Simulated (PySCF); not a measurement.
## Diatomics of F with group 15

CCSD(T) with triple-zeta basis sets in PySCF, for the lowest determinant that a PBE0 search found; no spin–orbit coupling. De refers to high-spin ground-configuration atoms.

```
 M         basis  reference, frozen orbitals  state (unpaired electrons)  Re (Å)  ωe (cm⁻¹)  De (eV)
 P   def2-TZVPPD                      UHF, 6              triplet (π ↑↑)   1.601        844     4.44
As    def2-TZVPP                     UHF, 10              triplet (π ↑↑)   1.743        694     3.95
Sb    def2-TZVPP                      UHF, 5              triplet (π ↑↑)   1.919        619     3.85
Bi  x2c-TZVPPall                     UHF, 35              triplet (π ↑↑)   2.025        557     3.55
```

Task: By what factor does the bond length vary along the series?

Result: At CCSD(T) it runs from 1.601 Å (PF) to 2.025 Å (BiF), a factor of 1.26.

The rows differ in basis set, which adds steps of its own.

Down a group the atoms grow and get heavier, so bonds lengthen and wavenumbers fall; this series shows no clear exception.

Correlated steps freeze the inner cores (5 to 35 orbitals); shallow outer-core shells are correlated. These are scalar-relativistic numbers at best; spin–orbit coupling would shift them, the dissociation energy most. States were picked by a PBE0 search and need not be the measured ground states.
